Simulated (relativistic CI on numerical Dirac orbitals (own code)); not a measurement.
Crystal-field levels of Mn²⁺, 3d5

Calculated by Dirac-Coulomb-Breit CI, separate exchange-only KLI orbitals for each configuration, model QED (radiative potential, 1s self-energy scaled to tabulated hydrogen-like ionisation energies), valence Slater integrals scaled by 0.65, one configuration in a parametric crystal field (own radial code).

Field parameters in Wybourne normalisation: D4h B²₀ = −7Ds, B⁴₀ = 21(Dq − Dt), B⁴₄ = 21√(5/14) Dq. The field is a parameter set, without covalency.

S is read from ⟨S²⟩ = S(S + 1).

Levels (cm⁻¹, degeneracy): 0 (2), 1 (2), 7 (2), 864 (2), 1306 (2), 1868 (2), 4540 (2), 4559 (2), 6289 (2), 6303 (2), 6309 (2), 6341 (2).

**Question.** Which field gives this pattern?
A. D4h, 10Dq = 18100, Ds = 2590, Dt = 220 cm⁻¹
B. D4h, 10Dq = 18100, Ds = -1500, Dt = 220 cm⁻¹
C. D4h, 10Dq = 18100, Ds = 2180, Dt = 220 cm⁻¹
D. D4h, 10Dq = 18100, Ds = 140, Dt = 220 cm⁻¹

**Answer.** D. D4h, 10Dq = 18100, Ds = 140, Dt = 220 cm⁻¹, ground level with S = 2.49.
